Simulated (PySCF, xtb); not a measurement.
C3H9Al, SMILES CC[CH2][AlH2].

GFN2-xTB (xtb) at its own geometry gives an orbital gap of 4.55 eV and a dipole moment of 1.76 D.

The structure is a stationary point at B3LYP-D3(BJ)/def2-SVP. The structure was generated by enumeration; whether it is a known compound was not checked. One conformer was computed; it need not be the lowest.

What does PBE/def2-TZVP in PySCF give? (An estimate is asked for; the answer gives what the named calculation found.)

gap 4.25 eV (levels -6.33 and -2.08 eV), dipole 0.76 D.
